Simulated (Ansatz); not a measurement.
CH₆FSi₂ (`F[SiH2]C[SiH2]`) radical at its PBE0-D4/def2-TZVP geometry, where that method's forces vanish. The species carries charge 0 and has multiplicity 2.

```xyz
10

F    -0.2032   -1.8884    1.3966
Si   -1.0324   -0.9127    0.4322
C    -0.0910    0.6688    0.2042
Si    1.6573    0.4743   -0.4605
H    -1.2129   -1.6093   -0.8656
H    -2.3499   -0.6791    1.0745
H    -0.6592    1.2904   -0.5019
H    -0.0585    1.2132    1.1534
H     1.6621   -0.3540   -1.6987
H     2.2876    1.7967   -0.7343
```

What forces (eV/Å) does ωB97M-V/def2-TZVPP give on these atoms in Ansatz? (Estimate.)

The calculation gave: 
```
F1   0.082 -0.079  0.081
Si2 -0.243  0.080 -0.162
C3  -0.040  0.029  0.020
Si4  0.089  0.042 -0.117
H5   0.024  0.080  0.147
H6   0.156 -0.028 -0.079
H7   0.038 -0.039  0.049
H8  -0.010 -0.039 -0.072
H9  -0.017  0.086  0.113
H10 -0.078 -0.131  0.018
```
